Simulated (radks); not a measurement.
Valence configurations of Re III (all share [Xe]). Method: Dirac Kohn-Sham, PBE, spin-unpolarised, spherical densities, finite nucleus; open shells fill j = l - 1/2 first; Fermi nuclear charge, rms radius 5.3698 fm; computed with a radial shooting solver on a logarithmic mesh with Libxc functionals. Energies are relative to 4f14 5d5; eigenvalues in eV.

| valence | E (eV) | e(4f5/2) | e(4f7/2) | e(5d3/2) | e(5d5/2) | e(6p1/2) |
|---|---|---|---|---|---|---|
| 4f14 5d5 | 0.000 | -59.706 | -57.195 | -21.746 | -20.774 | - |
| 4f13 5d5 6p1 | 49.223 | -74.197 | -71.587 | -26.683 | -25.505 | -15.995 |
| 4f13.5 5d5.5 | 19.238 | -64.643 | -62.083 | -22.564 | -21.531 | - |
| 4f14 5d3 6s2 | 4.599 | -66.512 | -63.997 | -26.321 | - | - |
| 4f14 5d4.5 6p0.5 | 3.492 | -61.847 | -59.335 | -23.310 | -22.297 | -14.925 |
| 4f12 5d4.5 6p2.5 | 118.94 | -92.283 | -89.570 | -33.874 | -32.438 | -18.635 |
| 4f12 5d5 6p2 | 111.50 | -89.594 | -86.883 | -31.922 | -30.533 | -17.781 |
| 4f13 5d5.5 6s0.5 | 41.628 | -71.338 | -68.729 | -24.516 | -23.388 | - |
| 4f12.5 5d5.5 6s1 | 66.977 | -78.280 | -75.621 | -26.562 | -25.337 | - |
| 4f13.5 5d5 6p0.5 | 23.040 | -66.828 | -64.268 | -24.170 | -23.096 | -15.088 |

NIST lists [Xe] 4f14 5d5 as the ground configuration; this level of theory agrees among the configurations tried. The energies are those of spherical spin-averaged densities, not of single terms.
